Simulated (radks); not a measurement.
Values are calculated unless marked as measured or tabulated.
The nuclear charge of neutral barium is varied continuously with 56 electrons held in [Xe] 6s2. Code: a radial shooting solver on a logarithmic mesh with Libxc functionals. Model: Dirac Kohn-Sham, PBEsol, spin-unpolarised, spherical densities, point nucleus. By the Hellmann-Feynman theorem dE/dZ = E(electron-nucleus)/Z, the electronic potential at the nucleus.

Z,E (hartree),E(electron-nucleus)/Z (hartree),HOMO,e(HOMO) (eV),<r> HOMO (bohr)
55.75,-8048.0468,-351.181,6s1/2,-2.015,5.112
56,-8136.1205,-353.409,6s1/2,-3.246,4.767
56.25,-8224.7512,-355.637,6s1/2,-4.600,4.492
56.5,-8313.9390,-357.866,6s1/2,-6.065,4.266
56.75,-8403.6843,-360.097,6s1/2,-7.630,4.073
57,-8493.9874,-362.329,6s1/2,-9.290,3.907

The central difference of E at Z = 56 is -353.409 hartree, to compare with the third column; the second derivative is -8.91 hartree.
